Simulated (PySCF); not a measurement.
Constitutional and geometric isomers with formula H5NSi2. Gas-phase values, no solvent. Strings in code marks are SMILES.

The dipole moment from two functionals at the same geometries (PBE0-D3(BJ)/def2-TZVP), both in PySCF: PBE-D3(BJ)/def2-TZVP and PBE0-D3(BJ)/def2-TZVP. 

| species | PBE-D3(BJ)/def2-TZVP (D) | PBE0-D3(BJ)/def2-TZVP (D) |
|---|---|---|
| `[H]/N=[SiH]\[SiH3]` | 2.44 | 2.74 |
| `N[SiH]=[SiH2]` | 3.52 | 3.60 |
| `[SiH2]=N[SiH3]` | 2.69 | 3.00 |

Over these rows, drawn at random from the members with no instability flagged (it was tested for open shells, ions and some series alone), PBE minus PBE0-D3(BJ): mean -0.23 D, from -0.31 D to -0.08 D.
